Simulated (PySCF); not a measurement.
A species of formula C4H12OSSi2 has this rotational fingerprint, computed with PBE0/pcSseg-1 in PySCF (dipole) on a GFN2-xTB geometry, gas phase:

| Item | Value |
| --- | --- |
| Rotational constants | A = 1593, B = 736.5, C = 588.4 MHz |
| Dipole components | \|μa\| = 0.18 D, \|μb\| = 1.82 D, \|μc\| = 0.29 D |
| Inertial defect | -144.53 u·Å² |
| κ | -0.71 |

Task: Which candidate fits, each taken in the one conformer that was computed?
A. `[SiH3:1][O:2][SiH2:3][S:4][CH2:5][CH:6]1[CH2:7][CH2:8]1` with Si1–O2–Si3–S4 40°, O2–Si3–S4–C5 35°, Si3–S4–C5–C6 66°, S4–C5–C6–C7 75°
B. `[SiH3:1][S:2][CH2:3][O:4][SiH:5]1[CH2:6][CH2:7][CH2:8]1` with Si1–S2–C3–O4 -54°, S2–C3–O4–Si5 -66°, C3–O4–Si5–C6 -94°, O4–Si5–C6–C7 -119°, Si5–C6–C7–C8 16°, C6–C7–C8–Si5 -16°, O4–Si5–C8–C7 130°
C. `[CH2:1]=[CH:2][Si@H:3]([O:4][CH3:5])[SiH2:6][S:7][CH3:8]` with C1–C2–Si3–O4 151°, C2–Si3–O4–C5 61°, C2–Si3–Si6–S7 -58°, Si3–Si6–S7–C8 -175°
D. `[CH3:1][C:2]([CH3:3])([CH:4]=[O:5])[SiH2:6][SiH2:7][SH:8]` with C1–C2–C4–O5 174°, C1–C2–Si6–Si7 -165°, C2–Si6–Si7–S8 -164°, Si6–Si7–S8–H 61°
E. `[CH3:1][O:2][C@@H:3]1[C@@H:4]([SiH3:5])[Si@@H:6]1[S:7][CH3:8]` with C1–O2–C3–C4 -76°, C4–Si6–S7–C8 -99°

Result: A. It is [SiH3]O[SiH2]SCC1CC1, an asymmetric top, point group C1. The candidates at the same level (rigid rotor, commonest isotopes):

```
                           SMILES  A (MHz)  B (MHz)  C (MHz)  μa (D)  μb (D)  μc (D)  Δ (u·Å²)  point group                        rotor
          CC(C)(C=O)[SiH2][SiH2]S     2313    642.0    578.8    4.65    1.54    0.69   -132.51           C1  near-prolate asymmetric top
              [SiH3]SCO[SiH]1CCC1     2691    594.3    533.0    0.33    0.26    0.67    -90.04           C1  near-prolate asymmetric top
CO[C@@H]1[C@@H]([SiH3])[Si@@H]1SC     1595    770.2    562.5    0.71    1.58    0.56    -74.58           C1               asymmetric top
             [SiH3]O[SiH2]SCC1CC1     1593    736.5    588.4    0.18    1.82    0.29   -144.53           C1               asymmetric top
            C=C[Si@H](OC)[SiH2]SC     1953    632.2    500.8    1.40    0.40    0.52    -48.98           C1               asymmetric top
```

`[SiH3]SCO[SiH]1CCC1` has A 69 % too high; `C=C[Si@H](OC)[SiH2]SC` has A 23 % too high; `CO[C@@H]1[C@@H]([SiH3])[Si@@H]1SC` has B 5 % too high; `CC(C)(C=O)[SiH2][SiH2]S` has A 45 % too high. No structure here is proved a minimum.
